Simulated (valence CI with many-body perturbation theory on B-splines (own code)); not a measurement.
# Ga: magnetic and hyperfine properties of the levels

Level of theory: configuration interaction combined with many-body perturbation theory (CI+MBPT): three valence electrons over a frozen Dirac-Fock core [Ar] 3d10, radial functions for each j: 11 s, 11 p, 9 d, 7 f, 5 g, 2 h, 1 i, with the one-electron correlation potential Σ1 (screened to all orders), the two-electron term Σ2, the three-electron term Σ3, Breit, model QED; selected single and double excitations, second order for the rest (own B-spline code, finite nucleus).

Against 7 measured levels this calculation errs by 131 cm⁻¹ on average and by 203 at most. These come from a selection out of the NIST Handbook of Basic Atomic Spectroscopic Data. Levels without a partner in it may be off by more.

A/g_I is the dipole constant over the nuclear g factor μ/I (μ in nuclear magnetons, uniformly magnetised nucleus), B/Q the quadrupole constant per barn. Both hold the static response of the core; the bare values leave it out. Large factors of s and p1/2 electrons are usually good to 5 to 10 %; those of open d and f shells near neutrality can be off by tens of per cent, and small factors of p3/2, d and f electrons come from cancelling terms and can be off by a factor of two or in sign, in half-filled shells by more. B is blank for J = 1/2, where it vanishes, and for nearly pure S terms. Energies count from the lowest level.

```tsv
Level	E (cm⁻¹)	g	A/g_I (MHz)	A/g_I bare	B/Q (MHz/b)	B/Q bare
4s2 4p 2P°_1/2	0.0	0.666	940	859		
4s2 4p 2P°_3/2	814	1.334	131	111	343	271
4s2 5s 2S_1/2	24730	2.002	777	704		
4s2 5p 2P°_1/2	32912	0.666	102	93.1		
4s2 5p 2P°_3/2	33022	1.334	40.4	35.4	46.8	37.6
4s2 4d 2D_3/2	34579	0.800	-31.9	-28.8	23.7	15.9
4s2 4d 2D_5/2	34585	1.201	61.2	54.8	33.5	22.5
4s2 6s 2S_1/2	37406	2.005	252	227		
4s 4p2 4P_1/2	37498	2.667	4090	3630		
4s 4p2 4P_3/2	37860	1.734	1850	1640	357	282
4s 4p2 4P_5/2	38425	1.600	1720	1530	-466	-369
4s2 6p 2P°_1/2	40180	0.666	35.3	32.3		
4s2 6p 2P°_3/2	40220	1.334	16.4	14.4	17.1	13.8
4s2 5d 2D_3/2	40610	0.800	-34.0	-30.5	21.1	15.5
4s2 5d 2D_5/2	40618	1.201	59.8	53.6	28.5	20.9
4s2 4f 2F°_7/2	41292	1.143	0.0835	0.0789	0.614	0.0809
4s2 4f 2F°_5/2	41292	0.857	0.0855	0.0834	0.526	0.0697
4s2 7p 2P°_1/2	43260	0.666	15.9	14.5		
4s2 7p 2P°_3/2	43279	1.334	7.67	6.75	7.79	6.31
```

Problem. Take the isotope of mass number 69, with I = 3/2, μ = 2.01502 μN, leaving out the quadrupole term. What is the hyperfine structure of 4s2 6s 2S_1/2?

Solution. From the table A = 338 MHz. Shifts from the centre of gravity in MHz: F = 1: -422, F = 2: 254.
